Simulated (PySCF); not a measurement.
A PySCF script (with the pyscf-properties extension) for the NMR shieldings of `C=C[Si@@H]1CC=C(CF)C1`, C7H11FSi, on a PBE0-D3(BJ)/def2-SVP geometry:

```python
import basis_set_exchange as bse
import numpy as np
from pyscf import gto, dft
from pyscf.prop import nmr

atoms = """
C     3.673767    0.270790    0.018965
C     2.427469    0.172011   -0.458726
Si    0.938494   -0.253794    0.586161
C    -0.068420   -1.719817   -0.088063
C    -1.400450   -1.098886   -0.407269
C    -1.596429    0.206011   -0.160162
C    -2.884350    0.906564   -0.443866
F    -3.828595    0.071580   -0.976992
C    -0.473175    1.016169    0.439259
H     3.897353    0.107129    1.079670
H     4.528710    0.518804   -0.620243
H     2.271334    0.347753   -1.532582
H     1.408220   -0.442044    1.994712
H    -0.165835   -2.544172    0.639950
H     0.396724   -2.167370   -0.984227
H    -2.208316   -1.699163   -0.836844
H    -2.711632    1.742206   -1.148854
H    -3.286553    1.347273    0.488390
H    -0.759912    1.444087    1.416576
H    -0.202532    1.875922   -0.199866
"""
names = dict.fromkeys(["C", "Si", "F", "H"], "pcSseg-1")
basis = {el: gto.basis.parse(bse.get_basis(n, elements=[el], fmt="nwchem")) for el, n in names.items()}
mol = gto.M(atom=atoms, basis=basis, charge=0, verbose=0)
mf = dft.RKS(mol, xc="PBE0")
mf.grids.level = 2
mf.grids.alignment = dft.numint.BLKSIZE   # the property module wants whole blocks of grid points
mf.conv_tol = 1e-9
mf.kernel()

calc = nmr.RKS(mf)   # GIAO
C = mf.mo_coeff
Co = C[:, mf.mo_occ > 0]
resp = mf.gen_response(singlet=True, hermi=2)
def vind(x):   # induced exchange potential for any number of trial vectors
    d = np.einsum("pi,xij,qj->xpq", C, 2 * x.reshape(-1, C.shape[1], Co.shape[1]), Co, optimize=True)
    return np.einsum("xpq,pi,qj->xij", resp(d - d.transpose(0, 2, 1)), C, Co, optimize=True).ravel()
mo1, _ = nmr.rhf.solve_mo1(calc, with_cphf=vind)
sigma = calc.kernel(mo1)
for i, s in enumerate(sigma):   # ppm
    w = np.linalg.eigvalsh((s + s.T) / 2)
    print("%2d %-2s iso %8.1f  s11 %8.1f  s22 %8.1f  s33 %8.1f" % (i, mol.atom_pure_symbol(i), w.mean(), *w))
```

**Question.** What are the results?

**Answer.** 
```
 0 C  iso     39.4  s11    -87.2  s22     46.9  s33    158.6
 1 C  iso     39.9  s11    -81.6  s22     29.4  s33    171.9
 2 Si iso    347.9  s11    320.1  s22    355.4  s33    368.1
 3 C  iso    166.4  s11    153.1  s22    157.5  s33    188.5
 4 C  iso     51.7  s11    -52.0  s22     59.7  s33    147.4
 5 C  iso     36.4  s11    -73.6  s22     61.6  s33    121.3
 6 C  iso     98.3  s11     67.8  s22     78.1  s33    149.0
 7 F  iso    420.4  s11    399.2  s22    405.4  s33    456.5
 8 C  iso    168.8  s11    156.9  s22    159.7  s33    189.8
 9 H  iso     24.9  s11     21.0  s22     24.4  s33     29.4
10 H  iso     24.9  s11     21.6  s22     24.2  s33     29.0
11 H  iso     24.9  s11     21.8  s22     24.5  s33     28.3
12 H  iso     26.6  s11     23.8  s22     24.6  s33     31.3
13 H  iso     29.4  s11     25.1  s22     26.9  s33     36.3
14 H  iso     29.6  s11     25.6  s22     27.3  s33     36.0
15 H  iso     25.0  s11     21.8  s22     24.9  s33     28.5
16 H  iso     26.4  s11     22.0  s22     27.9  s33     29.4
17 H  iso     26.4  s11     22.0  s22     27.9  s33     29.4
18 H  iso     29.9  s11     25.4  s22     27.9  s33     36.5
19 H  iso     30.1  s11     25.8  s22     28.5  s33     36.1
```

These numbers come from an equivalent density-fitted implementation of the same equations, which agrees with the script to about 0.01 ppm for H and up to a few tenths of a ppm for heavy atoms, so last digits may differ.

**Question.** Turn these shieldings into chemical shifts. δ = σ(ref) − σ, references computed at the same level: ¹³C (184.41 ppm), ²⁹Si (351.99 ppm), ¹H (31.27 ppm) vs TMS; ¹⁹F (177.25 ppm) against CFCl3.

**Answer.** Averaging equivalent atoms: C 5: 148.0; C 0: 145.0; C 1: 144.5; C 4: 132.7; C 6: 86.1; C 3: 18.0; C 8: 15.6; Si 2: 4.1; F 7: -243.1; H 11: 6.39; H 10: 6.36; H 9: 6.33; H 15: 6.22; H 16: 4.85; H 17: 4.83; H 12: 4.71; H 13: 1.84; H 14: 1.63; H 18: 1.35; H 19: 1.12 ppm. Unscaled 19F shifts against computed CFCl3 carry errors that often reach 10 to 50 ppm.

Size and cost of the density-fitted run: 215 basis functions, 78 s wall time on 1 thread of an Arm Neoverse N1, shared host; peak memory 0.98 GiB.
